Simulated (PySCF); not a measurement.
# Magnetic susceptibility: (Cl2B-mu-PH2)2

Geometry:
| atom | x (Å) | y (Å) | z (Å) |
| --- | --- | --- | --- |
| B1 | -0.163 | 0.547 | -1.294 |
| Cl2 | -1.705 | 1.345 | -1.806 |
| Cl3 | 1.171 | 0.476 | -2.517 |
| P4 | -0.499 | -1.249 | -0.465 |
| B5 | 0.176 | -0.550 | 1.290 |
| Cl6 | 1.730 | -1.342 | 1.771 |
| Cl7 | -1.138 | -0.496 | 2.535 |
| P8 | 0.491 | 1.250 | 0.467 |
| H9 | 0.163 | -2.329 | -1.010 |
| H10 | -1.801 | -1.700 | -0.484 |
| H11 | 1.781 | 1.737 | 0.504 |
| H12 | -0.206 | 2.311 | 1.009 |

Computed with GIAO KT3/def2-SVP magnetisability, rotational g tensor and spin-rotation constants, non-relativistic, gas phase (PySCF 2.14.0). Geometry: GFN2-xTB.

(1) What are the magnetisability and the molar susceptibility?

(2) Split it along the inertial axes a, b, c into diamagnetic and paramagnetic parts about the centre of mass, with the quadrupole moment.

(3) And the rotational g tensor?

## Answers

(1) Isotropic -1994 × 10⁻³⁰ J/T², or -120.1 × 10⁻⁶ cm³/mol; principal values -2022, -1999, -1962 × 10⁻³⁰ J/T², anisotropy 52 × 10⁻³⁰ J/T² (root of half the summed squared differences of the principal values). The susceptibility is in cgs units.

(2) 
| axis | χ (10⁻⁶ cm³/mol) | diamagnetic (10⁻⁶ cm³/mol) | paramagnetic (10⁻⁶ cm³/mol) | summed x² of all electrons (Å²) | quadrupole Θ (D Å) |
| --- | --- | --- | --- | --- | --- |
| a | -121.8 | -1201.0 | 1079.2 | 420.2 | -19.34 |
| b | -118.2 | -2197.5 | 2079.4 | 185.3 | -0.93 |
| c | -120.4 | -2569.1 | 2448.7 | 97.8 | +20.27 |

Anisotropies 2χaa − χbb − χcc = -5.0 and 2χbb − χaa − χcc = +5.8 × 10⁻⁶ cm³/mol. Θ is traceless in Buckingham's convention.

(3) 
| axis | rotational constant (GHz) | g | nuclear part | electronic part |
| --- | --- | --- | --- | --- |
| a | 1.0436 | -0.0126 | 0.5164 | -0.5291 |
| b | 0.5211 | -0.0098 | 0.4992 | -0.5090 |
| c | 0.4353 | -0.0103 | 0.4905 | -0.5008 |

Asymmetric top; isotopes 11B, 35Cl, 1H, 31P; no vibrational averaging.
